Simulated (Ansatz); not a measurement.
```yaml
crystal:
  periodic: [false, false, false]
  atoms:
    - {symbol: O, position_ang: [-0.223099, -0.718467, 1.576169]}
    - {symbol: Ge, position_ang: [0.085551, -0.010151, -0.023084]}
    - {symbol: F, position_ang: [-0.664343, 1.527551, -0.105372]}
    - {symbol: F, position_ang: [-0.731713, -0.936147, -1.209785]}
    - {symbol: H, position_ang: [1.583505, 0.063614, -0.279228]}
basis:
  gaussian: {orbitals: def2-mTZVP}
magnetization: {spin_polarized: true, initial_magnetization: 3}
hamiltonian: {xc: {name: RPBE}, dispersion: d3bj}
scf: {max_iter: 3}
output: {forces: true}
```

```sh
$ ansatz run in.yaml --threads 4 --pin off --events-out ev --progress --plain --max-ram 10444MiB
```

Shortened log:

```
Error: invalid value for `basis.gaussian`: such a run doesn't read scf.max_iter; remove what it names
```

Task: What is wrong with this run?

Result: The input holds a key that doesn't belong there. The program refused the input.
